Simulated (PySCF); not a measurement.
## Computed properties of H₃ISiZn, SMILES [SiH3][Zn][I]

Zn(I)(SiH3) (H3ISiZn), SMILES [SiH3][Zn][I]. Geometry optimised at r2SCAN-D4/def2-SVP. The def2 effective core potentials stand for the cores of I; spin–orbit coupling is left out. Other conformers were not sampled. All values are computed for the isolated molecule unless a solvent is named; none is compared with measurement here.

**Structure.** The optimised structure has C3v symmetry. All 12 harmonic modes at r2SCAN-D4/def2-SVP (PySCF) are real, so it is a minimum. With heavy atoms numbered as in [Zn:1]([I:2])[SiH3:3], the shortest bond between them is Zn1–Si3 at 2.344 Å and the longest Zn1–I2 at 2.441 Å.

**Vibrations.** The strongest infrared lines (harmonic, unscaled, degenerate partners summed) lie at 848 cm⁻¹ (304 km/mol, H 91 %, Si 9 %), 2215 cm⁻¹ (161 km/mol, H 96 %), 2203 cm⁻¹ (71 km/mol, H 99 %). The softest mode is at 70 cm⁻¹ and the zero-point energy is 15.6 kcal/mol.

**Electronic structure.** ωB97X/def2-TZVPD (PySCF) places the frontier levels at -9.82 and 0.45 eV, a gap of 10.27 eV, and gives a dipole moment of 1.55 D and a mean polarisability of 96.7 bohr³.

**Excitations.** TDA-B3LYP/def2-SVPD (PySCF) has S1 at 5.00 eV (248 nm, f = 0.000, dark); the most intense of the 10 singlets computed lies at 6.53 eV (f = 1.44). Strengths of degenerate partners are summed. T1 (TDA) is at 4.78 eV, 0.22 eV under S1. No vertical singlet excitation falls in the visible range (under 3.1 eV).
